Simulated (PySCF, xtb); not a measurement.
CH₁₀Si₄, SMILES [SiH3][Si@H]1[SiH2][SiH2]C1.

Harmonic wavenumbers (cm⁻¹) from GFN2-xTB (xtb 6.7.1) at its own minimum, in rising order: 29, 36, 88, 135, 286, 306, 342, 361, 410, 427, 430, 446, 476, 489, 505, 582, 596, 615, 655, 701, 711, 783, 809, 817, 830, 835, 967, 1112, 1484, 2067, 2155, 2167, 2188, 2204, 2217, 2222, 2228, 2966, 2989.

Problem. What does ωB97X-D3(BJ)/def2-SVP (PySCF 2.14.0) give at its own minimum? (The exact figures need the calculation; the answer reports its results.)

Solution. 65, 94, 98, 148, 243, 349, 385, 421, 452, 467, 515, 529, 564, 615, 632, 657, 693, 713, 736, 773, 845, 896, 927, 950, 951, 956, 980, 1023, 1387, 2229, 2231, 2237, 2240, 2244, 2245, 2248, 2260, 3088, 3173. Paired by order, the mean absolute difference is 78 cm⁻¹ and the zero-point energies are 56.7 and 60.4 kcal/mol.
